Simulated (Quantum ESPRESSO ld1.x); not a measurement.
Initial-state core-level shifts of neutral phosphorus when its valence configuration changes from [Ne] 3s2 3p3. All-electron calculation, scalar-relativistic Kohn-Sham, PBE, spin-unpolarised, spherical densities, point nucleus. Program: ld1.x of Quantum ESPRESSO 7.5. Shifts are changes of the shell-averaged eigenvalues in eV (positive: less bound).

valence          1s      2s      2p
3s1 3p4      -1.579  -1.536  -1.524
3s1.5 3p3.5  -0.803  -0.780  -0.774
3p5          -3.062  -2.984  -2.959
3s0.5 3p4.5  -2.331  -2.270  -2.252
